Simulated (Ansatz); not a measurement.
Reaction (isomerisation): `[SiH3][SiH]1C[SiH2]O1` → `OC[SiH]1[SiH2][SiH2]1`

Calculated with Ansatz (gas phase, PBE0-D4/def2-TZVP geometries, no zero-point term in ΔE). CCSD(T)/CBS adds triple-zeta CCSD(T) − MP2 to the extrapolated MP2 energy (def2 sets, frozen cores). DFT in def2-TZVPP. B3LYP here is the variant with VWN-RPA as its local correlation; programs differ in this. HSE06 is defined as in plane-wave codes. One conformer a species, not always the lowest.

| level | ΔE (kcal/mol) | difference from CCSD(T)/CBS |
| --- | --- | --- |
| LDA (SPW92) | 72.4 | -11.2 |
| PBE-D4 | 72.0 | -11.6 |
| revPBE-D4 | 72.9 | -10.7 |
| BLYP-D4 | 79.1 | -4.5 |
| r2SCAN-D4 | 80.0 | -3.6 |
| B97M-V | 79.6 | -4.0 |
| PBE0-D4 | 76.1 | -7.5 |
| B3LYP-D4 | 82.0 | -1.6 |
| r2SCANh-D4 | 80.7 | -2.9 |
| r2SCAN0-D4 | 81.8 | -1.8 |
| HSE06-D4 | 76.0 | -7.6 |
| BHLYP-D4 | 86.9 | 3.3 |
| CAM-B3LYP-D4 | 85.3 | 1.7 |
| ωB97X-V | 82.4 | -1.2 |
| ωB97M-V | 84.5 | 0.9 |
| B2PLYP | 84.3 | 0.7 |
| PBE-QIDH | 82.5 | -1.1 |
| PBE | 71.5 | -12.1 |
| revPBE | 71.1 | -12.5 |
| r2SCAN | 79.9 | -3.7 |
| PBE0 | 75.7 | -7.9 |
| B3LYP | 81.3 | -2.3 |
| r2SCANh | 80.7 | -2.9 |
| HSE06 | 75.7 | -7.9 |
| BHLYP | 86.6 | 3.0 |
| CAM-B3LYP | 85.0 | 1.4 |
| RPA@PBE/def2-TZVPP | 82.0 | -1.6 |
| HF/def2-SVP | 81.3 | -2.3 |
| MP2/def2-SVP | 78.9 | -4.7 |
| CCSD/def2-SVP | 75.3 | -8.3 |
| CCSD(T)/def2-SVP | 74.3 | -9.3 |
| MP2/def2-TZVPP | 87.7 | 4.1 |
| CCSD/def2-TZVPP | 84.7 | 1.1 |
| CCSD(T)/def2-TZVPP | 83.2 | -0.4 |
| HF/def2-QZVPP | 92.6 | 9.0 |
| MP2/def2-QZVPP | 88.2 | 4.6 |
| SCS-MP2/def2-QZVPP | 89.0 | 5.4 |
| HF/CBS(def2) | 92.8 | 9.2 |
| MP2/CBS(def2) | 88.1 | 4.5 |
| CCSD/CBS(def2) | 85.2 | 1.6 |
| CCSD(T)/CBS | 83.6 | 0 |

Largest T1 diagnostic among the species: 0.013.

From PBE to PBE0 (25 % exact exchange), in def2-TZVPP and without D4, ΔE moves by +4.2 kcal/mol. Leaving LDA and LC-ωPBE aside and taking each functional with its dispersion term where it has one, the values spread over 14.9 kcal/mol, from PBE-D4 to BHLYP-D4. LDA lies +0.9 kcal/mol from PBE without D4. In def2-TZVPP, CCSD(T) changes the Hartree–Fock value by −8.5 kcal/mol (the triples alone add −1.6 kcal/mol) and MP2 by −4.0 kcal/mol.

CCSD(T)/CBS has its own doubt, a few kJ/mol and more with outer-core shells, so smaller differences from it don't rank the levels.
